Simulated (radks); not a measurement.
Coherent X-ray form factor from a spherical all-electron density. Method: non-relativistic Kohn-Sham, r2SCAN, spin-polarised, spherical densities, point nucleus; meta-GGA in the generalised Kohn-Sham scheme; computed with a radial shooting solver on a logarithmic mesh with Libxc functionals.

sin(theta)/lambda (1/angstrom)  f0 (electrons)
0.05                                    47.256
0.1                                     45.272
0.15                                    42.577
0.2                                     39.642
0.25                                    36.733
0.3                                     33.974
0.4                                     29.111
0.5                                     25.264
0.6                                     22.378
0.8                                     18.558
1                                       15.868
1.25                                    12.896
1.5                                     10.298
2                                        6.918

The species is in the configuration that NIST lists as its ground one. Which atom or ion scatters so?

Answer. The indium ion In+, [Kr] 4d10 5s2. Extrapolating in s^2 from the first two rows gives f0(0) = 47.9, near the electron count 48; among species with that count, the fall with angle is slower the higher Z, and the table is that of Z = 49; from so few rows the species is fixed only to a neighbour or two.
